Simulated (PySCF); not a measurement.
# Correlation energy of Dy⁵⁰⁺ (dysprosium, charge +50)

[Ne] 3s2 3p4, high-spin 3P determinant. All numbers are calculated (PySCF 2.14, the spin-free X2C one-electron Hamiltonian (Gaussian nucleus), in an uncontracted even-tempered set (17 s from 11 bohr⁻², ratio 2.5; 12 p from 14 bohr⁻², ratio 2.5; 4 d from 60 bohr⁻², ratio 2.7; 4 f from 90 bohr⁻², ratio 2.7)). Frozen: 1s2; 14 electrons correlated; the 20 highest virtual orbitals of each spin left out.

```json
{"level": "CCSD", "correlation energy (mhartree)": "-605.19"}
{"level": "(T)", "correlation energy (mhartree)": "-0.77"}
{"level": "CCSD(T)", "correlation energy (mhartree)": "-605.96"}
```

Diagnostics: T1 = 0.00039, D1 = 0.0018, largest double amplitude 0.016.

Spin-orbit coupling is strong in this species (close to jj coupling), so the high-spin LS determinant is a model state, not a physical level.

Cost of the coupled-cluster step: about 24 core-seconds, for 14 correlated electrons.

At this charge the one-electron X2C treatment keeps the bare 1/r₁₂, with no two-electron picture change or Breit term. The effect here is smaller than on the frozen 1s shell; and a scalar Hamiltonian misses the large spin-orbit splitting of the p shells, which matters for ns² → np² pairs.

Spin-orbit coupling is strong in this species, so the high-spin LS determinant is a model state.
